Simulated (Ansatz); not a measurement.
Consider the ligand exchange at the Si–O bond: `N[Si](O)([SiH3])Cl` + NH₃ → `N[Si](N)([SiH3])Cl` + H₂O.

Isolated molecules relaxed with PBE0-D4/def2-TZVP in Ansatz; ΔE leaves out vibrations. CCSD(T)/CBS adds triple-zeta CCSD(T) − MP2 to the extrapolated MP2 energy (def2 sets, frozen cores). This one scheme is used for every species. Functionals use def2-TZVPP. B3LYP here is the variant with VWN-RPA as its local correlation; programs differ in this. HSE06 is defined as in plane-wave codes. One conformer a species, not always the lowest.

`N[Si](O)([SiH3])Cl`:

Z-matrix (Å, degrees):
```
Si
O 1 1.643
Si 1 2.337 2 111.6
N 1 1.695 2 111.6 3 124.0
Cl 1 2.069 2 107.2 3 -119.0
H 2 0.959 1 117.7 3 68.9
H 3 1.486 1 110.9 2 -166.7
H 3 1.488 1 109.6 2 -46.2
H 3 1.490 1 110.0 2 72.8
H 4 1.007 1 120.5 2 -76.9
H 4 1.008 1 121.1 2 72.9
```

NH₃:

Z-matrix (Å, degrees):
```
N
H 1 1.013
H 1 1.013 2 107.1
H 1 1.013 2 107.1 3 -114.5
```

`N[Si](N)([SiH3])Cl`:

```xyz
12

N     0.449    0.461   -1.685
Si    0.546   -0.002   -0.051
N     0.949   -1.660   -0.036
Si   -1.425    0.686    1.011
Cl    2.081    0.872    1.055
H     1.180    0.193   -2.326
H     0.020    1.332   -1.950
H     1.416   -2.065    0.758
H     0.373   -2.327   -0.524
H    -2.598   -0.068    0.486
H    -1.671    2.139    0.787
H    -1.321    0.441    2.474
```

H₂O:

Cartesian coordinates in Å:
```
O 0.382 -0.001 -0.073
H -0.095 -0.559 0.544
H -0.287 0.560 -0.471
```

```csv
level,ΔE (kcal/mol),difference from CCSD(T)/CBS
PBE-D4,8.5,0.0
revPBE-D4,8.1,-0.4
BLYP-D4,9.3,0.8
r2SCAN-D4,9.6,1.1
r2SCANh-D4,9.5,1.0
r2SCAN0-D4,9.3,0.8
HSE06-D4,8.5,0.0
BHLYP-D4,9.6,1.1
CAM-B3LYP-D4,9.8,1.3
ωB97X-V,9.5,1.0
ωB97M-V,9.4,0.9
B2PLYP,9.9,1.4
PBE-QIDH,8.9,0.4
PBE,9.1,0.6
revPBE,9.3,0.8
BLYP,10.4,1.9
r2SCAN,9.7,1.2
PBE0,9.0,0.5
B3LYP,10.2,1.7
r2SCANh,9.6,1.1
r2SCAN0,9.5,1.0
HSE06,8.9,0.4
BHLYP,10.3,1.8
CAM-B3LYP,10.3,1.8
LC-ωPBE,9.2,0.7
RPA@PBE/def2-TZVPP,9.3,0.8
HF/def2-SVP,9.6,1.1
MP2/def2-SVP,8.9,0.4
CCSD(T)/def2-SVP,8.9,0.4
HF/def2-TZVPP,11.0,2.5
MP2/def2-TZVPP,8.9,0.4
SCS-MP2/def2-TZVPP,9.4,0.9
CCSD/def2-TZVPP,9.4,0.9
CCSD(T)/def2-TZVPP,9.2,0.7
HF/def2-QZVPP,10.9,2.4
MP2/def2-QZVPP,8.5,0.0
SCS-MP2/def2-QZVPP,9.0,0.5
HF/CBS(def2),10.9,2.4
MP2/CBS(def2),8.2,-0.3
CCSD/CBS(def2),8.7,0.2
CCSD(T)/CBS,8.5,0
```

Largest T1 diagnostic among the species: 0.012.

In def2-TZVPP, CCSD(T) changes the Hartree–Fock value by −1.8 kcal/mol (the triples alone add −0.2 kcal/mol) and MP2 by −2.1 kcal/mol. The D4 term adds −0.9 kcal/mol with B3LYP and −0.5 kcal/mol with PBE0; it sums over pairs of atoms, weighted by their polarisabilities, and B3LYP, whose exchange is more repulsive, gets the larger term.

CCSD(T)/CBS has its own doubt, a few kJ/mol and more with outer-core shells, so smaller differences from it don't rank the levels.
